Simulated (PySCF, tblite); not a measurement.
Isomers of C6H10SSi, one GFN2-xTB conformer each. Single-point energies are computed at PBE0/pcSseg-1 (PySCF, gas phase, no added dispersion term), electronic only.

| SMILES | GFN2-xTB relative energy (kcal/mol) |
| --- | --- |
| C1=C(C2CCC2)S[SiH2]1 | 0.0 |
| C=CCC(=C=S)[SiH2]C | 36.5 |

Conformers: `[CH:1]1=[C:2]([CH:3]2[CH2:4][CH2:5][CH2:6]2)[S:7][SiH2:8]1` with C1–C2–C3–C4 132°, C2–C3–C4–C5 133°, C3–C4–C5–C6 -14°, C4–C5–C6–C3 14°, C1–C2–S7–Si8 0°; `[CH2:1]=[CH:2][CH2:3][C:4](=[C:5]=[S:6])[SiH2:7][CH3:8]` with C1–C2–C3–C4 -108°, C2–C3–C4–C5 -97°, C3–C4–Si7–C8 -91°.

Task: What does PBE0/pcSseg-1 give for the same structures?

Result: 
```csv
SMILES,PBE0/pcSseg-1 E (Eh),PBE0/pcSseg-1 (kcal/mol),GFN2-xTB (kcal/mol),point group
C1=C(C2CCC2)S[SiH2]1,-921.69818,0.0,0.0,near Cs
C=CCC(=C=S)[SiH2]C,-921.67748,13.0,36.5,C1
```

Both levels put the same isomer lowest. As drawn, the lower has a four-membered ring, which the higher lacks; the higher has cumulated double bonds and a C=S bond, which the lower lacks.

Task: Which frontier levels, dipoles and rotational constants go with these structures?

Result: 
| SMILES | HOMO (eV, PBE0/pcSseg-1) | LUMO (eV) | dipole (D) | A, B, C (MHz) |
| --- | --- | --- | --- | --- |
| C1=C(C2CCC2)S[SiH2]1 | -6.16 | -0.44 | 1.60 | 3798, 855.8, 791.2 |
| C=CCC(=C=S)[SiH2]C | -6.31 | -1.97 | 1.89 | 1697, 912.0, 694.6 |

Task: What happens when harmonic zero-point energies from GFN2-xTB frequencies are added?

Result: 
| SMILES | ZPE (kcal/mol) | electronic (kcal/mol) | with ZPE (kcal/mol) |
| --- | --- | --- | --- |
| C1=C(C2CCC2)S[SiH2]1 | 87.4 | 0.0 | 0.0 |
| C=CCC(=C=S)[SiH2]C | 84.1 | 13.0 | 9.6 |

The zero-point energies span 3.3 kcal/mol. The order is unchanged.
